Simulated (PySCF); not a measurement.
C6H9FOSi.
Geometry (PBE0-D3(BJ)/def2-SVP, Å), atoms numbered from 1 in this order:
```
atom  x, y, z in Å
C1     3.9099    0.3762   -0.5467
C2     2.4866    0.6395   -0.4717
C3     1.2874    0.8488   -0.4032
Si4   -0.4952    1.1835   -0.3376
O5    -1.1732    0.9270    1.1781
C6    -2.1247   -0.1210    1.1873
C7    -2.7041   -0.2648   -0.2219
C8    -1.5483   -0.1604   -1.2051
F9    -0.8372   -1.3542   -1.2111
H10    4.4777    1.3051   -0.7109
H11    4.2702   -0.0832    0.3869
H12    4.1369   -0.3147   -1.3736
H13   -0.7635    2.5759   -0.7933
H14   -1.6405   -1.0653    1.4946
H15   -2.9061    0.1134    1.9274
H16   -3.2560   -1.2094   -0.3548
H17   -3.4040    0.5659   -0.4188
H18   -1.8916    0.0440   -2.2319
```

All values: PBE0/pcSseg-1 (PySCF, non-relativistic), on one gas-phase PBE0-D3(BJ)/def2-SVP geometry that isn't relaxed in the solvent. The solvent is an IEF-PCM continuum (van der Waals radii × 1.2). The model holds no explicit solvent molecules, cavitation or dispersion.

```csv
run,E − E(gas) (kcal/mol),HOMO (eV),HOMO–LUMO gap (eV),dipole (D)
gas,0.00,-7.53,7.31,1.00
P,-6.85,-7.65,7.30,1.32
Q,-6.60,-7.64,7.30,1.31
```

Question: The runs were made in acetone and acetonitrile. Which run belongs to which solvent?

Answer: P = acetonitrile, Q = acetone. The dielectric constants are 20.49 (acetone), 35.69 (acetonitrile), and the energy falls further as ε rises. In this model the ground state sees the solvent through ε alone.

Question: How constant is the ratio of the lowering to (ε − 1)/(2ε + 1)?

Answer: 
```json
{"solvent": "acetone", "(ε − 1)/(2ε + 1)": "0.464", "E − E(gas) (kcal/mol)": "-6.60", "ratio (kcal/mol)": "-14.2", "polarisation term (kcal/mol)": "-7.71"}
{"solvent": "acetonitrile", "(ε − 1)/(2ε + 1)": "0.479", "E − E(gas) (kcal/mol)": "-6.85", "ratio (kcal/mol)": "-14.3", "polarisation term (kcal/mol)": "-8.05"}
```

The ratio changes by +0.5 % in size from acetone to acetonitrile. The polarisation term is half the interaction of the solute with the induced surface charges.
